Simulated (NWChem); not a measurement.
Species: AlIF₂; SMILES [F][Al]([F])[I]

All runs: NWChem. STO-3G and 3-21G are far too small for this property and stand as cheap habits. Structure relaxed at the PBE0/def2-SVP level. def2 effective core potentials on I; no spin-orbit coupling. Field at 589 nm.

| level | isotropic polarisability (bohr³) | anisotropy (bohr³) |
|---|---|---|
| B3LYP/STO-3G (all-electron, non-relativistic) | ___ | ___ |
| B3LYP/def2-SVP (core potentials) | 42.0 | 26.1 |
| B3LYP/def2-SVPD (core potentials) | 58.4 | 19.5 |

Problem. Complete the blanks.

Solution. 
- B3LYP/STO-3G (all-electron, non-relativistic), isotropic polarisability (bohr³): 18.4
- B3LYP/STO-3G (all-electron, non-relativistic), anisotropy (bohr³): 26.5
